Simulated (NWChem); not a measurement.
# CH4FGaO; SMILES [F][GaH][O]C

```xyz
8

Ga    -0.2482     0.4234     0.0006
H     -1.7937     0.5309     0.0049
F      0.7607     1.8480    -0.0044
O      0.7051    -1.0659     0.0030
C      0.1897    -2.3654    -0.0015
H      0.5143    -2.9046    -0.9092
H      0.5674    -2.9285     0.8701
H     -0.9167    -2.4087     0.0311
```
Atoms are numbered in this order, from 1.

Program: NWChem. STO-3G and 3-21G are far too small for this property and stand as cheap habits. Structure relaxed at the PBE0/def2-SVP level. GIAO values for the isolated, static molecule; σ is the absolute isotropic shielding, δ = σ(reference) − σ with the isolated reference molecule computed at the same levels (13C: tetramethylsilane, 19F: trichlorofluoromethane, 1H: tetramethylsilane, 17O: water).

```tsv
level	σ Ga1 (ppm)	δ H2 (ppm)	δ F3 (ppm)	δ O4 (ppm)	δ C5 (ppm)	δ H6 (rotor mean) (ppm)
BHandHLYP/pcSseg-1	(withheld)	(withheld)	(withheld)	(withheld)	(withheld)	(withheld)
LDA (Slater exchange, VWN5)/pcSseg-1	1375.3	6.18	-137.7	138.3	59.0	4.31
Hartree-Fock/STO-3G	1510.5	2.84	-91.1	-1.7	52.2	2.12
```

### Question
Fill in the missing entries.

### Answer

- BHandHLYP/pcSseg-1, σ Ga1 (ppm): 1565.8
- BHandHLYP/pcSseg-1, δ H2 (ppm): 5.03
- BHandHLYP/pcSseg-1, δ F3 (ppm): -146.3
- BHandHLYP/pcSseg-1, δ O4 (ppm): 68.0
- BHandHLYP/pcSseg-1, δ C5 (ppm): 54.2
- BHandHLYP/pcSseg-1, δ H6 (rotor mean) (ppm): 3.87
